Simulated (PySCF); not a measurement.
PBE on Sr (strontium, neutral)

Configuration: [Kr] 5s2, closed-shell 1S. Computed with PySCF 2.14 in x2c-SVPall (6s4p5d1f, 50 functions), with scalar relativity by spin-free X2C-1e.

* Total energy: -3178.55 hartree
* One-electron energy: -4394.75 hartree
* Hartree (Coulomb) energy: 1321.62 hartree
* Exchange-correlation energy: -105.42 hartree
* ⟨S²⟩: 0.0000
* ⟨L²⟩: 0.000
* Sum of ⟨r⟩: 31.18 bohr
* Sum of ⟨r²⟩: 69.67 bohr²
* Langevin diamagnetic susceptibility: -55.2 ×10⁻⁶ cm³/mol
* Time after the integrals: 0.86 s of wall time on 1 thread of Neoverse-N1 (shared host)

```
shell  electrons  mean orbital energy (hartree)  rms radius, mean of both spins (bohr)
   1s          2                     -584.97381                                 0.0451
   2s          2                      -79.27618                                  0.187
   2p          6                      -70.49208                                  0.166
   3s          2                      -12.29835                                  0.526
   3p          6                       -9.45077                                  0.538
   3d         10                       -4.75487                                  0.550
   4s          2                       -1.52350                                   1.46
   4p          6                       -0.85669                                   1.69
   5s          2                       -0.13113                                   4.62
```

Densities and radii are taken from the X2C orbitals without a picture-change correction, which distorts them close to the nucleus.
